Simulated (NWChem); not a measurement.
Species: C2H10BN cation, doublet; SMILES of the neutral closed-shell parent B.CNC

```xyz
14

B      0.3078    -1.4559    -0.0024
H      1.5348    -1.6676     0.3119
H      0.7653    -1.6119     1.1867
H     -0.3036    -2.3483    -0.5038
C      0.9822     1.0097     0.0965
N     -0.0220     0.0066    -0.3529
C     -1.4057     0.3431     0.1119
H      0.6782     2.0100    -0.2377
H      1.0359     0.9957     1.1932
H      1.9636     0.7633    -0.3286
H     -0.0497     0.0378    -1.3806
H     -1.6692     1.3503    -0.2375
H     -1.4292     0.3140     1.2088
H     -2.1126    -0.3923    -0.2923
```
Atoms are numbered in this order, from 1.

Results from NWChem. Pople sets run with spherical d functions. Spin-unrestricted. Structure relaxed at the PBE0/def2-SVP, spin-unrestricted level. Not confirmed as a minimum by frequencies. This spin state was assumed; another may lie lower. No stability test was run on the SCF state. Vzz is the largest principal value of the second derivative of the potential at the nucleus (NWChem prints the opposite sign); η is the asymmetry. Non-relativistic.

For level UHF/6-31G*:

- Vzz B1 (a.u.): -0.226
- η B1: 0.72

Question: How do the values read with level B3LYP/def2-SVP instead?

Answer: 
| Item | Result |
|---|---|
| Vzz B1 (a.u.) | -0.197 |
| η B1 | 0.54 |
